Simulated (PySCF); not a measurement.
This PySCF input asks for the NMR shieldings of `BC[C@@H]1[C@H](B)[C@H]1COC`, C₆H₁₄B₂O; the geometry comes from GFN2-xTB.

```python
import basis_set_exchange as bse
import numpy as np
from pyscf import gto, dft
from pyscf.prop import nmr

atoms = """
B     3.262609   -0.299272   -1.216358
C     1.866242   -0.868726   -0.787617
C     0.766095    0.138322   -0.542573
C     0.726768    1.001360    0.723009
B     1.748005    0.871723    1.859930
C    -0.298368   -0.102770    0.457485
C    -1.728997    0.283404    0.181398
O    -2.373396   -0.805815   -0.445726
C    -3.708632   -0.536262   -0.776390
H     3.456048    0.851853   -1.272617
H     4.120974   -1.045983   -1.487583
H     2.010493   -1.469260    0.114942
H     1.506945   -1.586154   -1.534453
H     0.469896    0.666102   -1.442953
H     0.330797    1.994044    0.527834
H     2.171357   -0.170123    2.182868
H     2.093899    1.827882    2.439587
H    -0.215693   -0.995041    1.064930
H    -1.769958    1.169753   -0.472051
H    -2.250990    0.533404    1.121612
H    -4.103604   -1.438180   -1.239332
H    -3.784132    0.300051   -1.483969
H    -4.301110   -0.293327    0.115461
"""
names = dict.fromkeys(["B", "C", "O", "H"], "pcSseg-1")
basis = {el: gto.basis.parse(bse.get_basis(n, elements=[el], fmt="nwchem")) for el, n in names.items()}
mol = gto.M(atom=atoms, basis=basis, charge=0, verbose=0)
mf = dft.RKS(mol, xc="PBE0")
mf.grids.level = 2
mf.grids.alignment = dft.numint.BLKSIZE   # the property module wants whole blocks of grid points
mf.conv_tol = 1e-9
mf.kernel()

calc = nmr.RKS(mf)   # GIAO
C = mf.mo_coeff
Co = C[:, mf.mo_occ > 0]
resp = mf.gen_response(singlet=True, hermi=2)
def vind(x):   # induced exchange potential for any number of trial vectors
    d = np.einsum("pi,xij,qj->xpq", C, 2 * x.reshape(-1, C.shape[1], Co.shape[1]), Co, optimize=True)
    return np.einsum("xpq,pi,qj->xij", resp(d - d.transpose(0, 2, 1)), C, Co, optimize=True).ravel()
mo1, _ = nmr.rhf.solve_mo1(calc, with_cphf=vind)
sigma = calc.kernel(mo1)
for i, s in enumerate(sigma):   # ppm
    w = np.linalg.eigvalsh((s + s.T) / 2)
    print("%2d %-2s iso %8.1f  s11 %8.1f  s22 %8.1f  s33 %8.1f" % (i, mol.atom_pure_symbol(i), w.mean(), *w))
```

Question: What are the results?

Answer: 
```
 0 B  iso      6.9  s11    -73.3  s22    -32.2  s33    126.2
 1 C  iso    147.3  s11    115.0  s22    161.3  s33    165.4
 2 C  iso    144.1  s11    116.1  s22    142.8  s33    173.4
 3 C  iso    156.6  s11     99.1  s22    171.6  s33    199.3
 4 B  iso     14.1  s11    -68.9  s22    -19.6  s33    130.9
 5 C  iso    144.7  s11    117.9  s22    143.2  s33    172.8
 6 C  iso    103.9  s11     69.5  s22     91.9  s33    150.2
 7 O  iso    304.8  s11    274.0  s22    309.9  s33    330.4
 8 C  iso    125.4  s11     94.1  s22     98.3  s33    183.9
 9 H  iso     23.7  s11     14.1  s22     27.5  s33     29.5
10 H  iso     23.7  s11     16.2  s22     27.1  s33     27.9
11 H  iso     29.9  s11     23.8  s22     29.8  s33     36.2
12 H  iso     29.2  s11     23.8  s22     28.3  s33     35.5
13 H  iso     29.7  s11     24.9  s22     28.5  s33     35.7
14 H  iso     30.3  s11     24.6  s22     28.6  s33     37.8
15 H  iso     24.5  s11     15.5  s22     27.8  s33     30.3
16 H  iso     23.8  s11     16.8  s22     27.1  s33     27.5
17 H  iso     29.7  s11     24.0  s22     29.4  s33     35.8
18 H  iso     29.1  s11     24.7  s22     30.8  s33     31.7
19 H  iso     27.8  s11     23.5  s22     28.7  s33     31.1
20 H  iso     27.8  s11     23.7  s22     25.2  s33     34.4
21 H  iso     28.4  s11     24.5  s22     26.2  s33     34.6
22 H  iso     28.4  s11     24.6  s22     25.9  s33     34.7
```

These numbers come from an equivalent density-fitted implementation of the same equations, which agrees with the script to about 0.01 ppm for H and up to a few tenths of a ppm for heavy atoms, so last digits may differ.

Size and cost of the density-fitted run: 223 basis functions, 100 s wall time on 1 thread of an Arm Neoverse N1, shared host; peak memory 0.97 GiB.
